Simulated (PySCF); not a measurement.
## Radial density of O²⁺ (oxygen, charge +2)

BHandHLYP, [He] 2s2 2p2, high-spin 3P determinant. Computed with PySCF 2.14 in x2c-TZVPPall (5s3p2d1f, 31 functions), with scalar relativity by spin-free X2C-1e.

```json
{"r (bohr)": "0.00275", "4πr²ρ (e/bohr)": "0.03027", "4πr²(ρα − ρβ)": "0.0000"}
{"r (bohr)": "0.00463", "4πr²ρ (e/bohr)": "0.08264", "4πr²(ρα − ρβ)": "0.0000"}
{"r (bohr)": "0.00778", "4πr²ρ (e/bohr)": "0.2187", "4πr²(ρα − ρβ)": "0.0000"}
{"r (bohr)": "0.0131", "4πr²ρ (e/bohr)": "0.5631", "4πr²(ρα − ρβ)": "0.0000"}
{"r (bohr)": "0.0220", "4πr²ρ (e/bohr)": "1.371", "4πr²(ρα − ρβ)": "0.0002"}
{"r (bohr)": "0.0370", "4πr²ρ (e/bohr)": "3.039", "4πr²(ρα − ρβ)": "0.0013"}
{"r (bohr)": "0.0623", "4πr²ρ (e/bohr)": "5.736", "4πr²(ρα − ρβ)": "0.0077"}
{"r (bohr)": "0.105", "4πr²ρ (e/bohr)": "8.296", "4πr²(ρα − ρβ)": "0.0413"}
{"r (bohr)": "0.176", "4πr²ρ (e/bohr)": "7.765", "4πr²(ρα − ρβ)": "0.1829"}
{"r (bohr)": "0.296", "4πr²ρ (e/bohr)": "4.031", "4πr²(ρα − ρβ)": "0.6524"}
{"r (bohr)": "0.498", "4πr²ρ (e/bohr)": "2.979", "4πr²(ρα − ρβ)": "1.5427"}
{"r (bohr)": "0.838", "4πr²ρ (e/bohr)": "3.924", "4πr²(ρα − ρβ)": "1.8630"}
{"r (bohr)": "1.41", "4πr²ρ (e/bohr)": "1.750", "4πr²(ρα − ρβ)": "0.7869"}
{"r (bohr)": "2.37", "4πr²ρ (e/bohr)": "0.1451", "4πr²(ρα − ρβ)": "0.0713"}
{"r (bohr)": "3.99", "4πr²ρ (e/bohr)": "0.0009300", "4πr²(ρα − ρβ)": "0.0005"}
```

Densities and radii are taken from the X2C orbitals without a picture-change correction, which distorts them close to the nucleus.
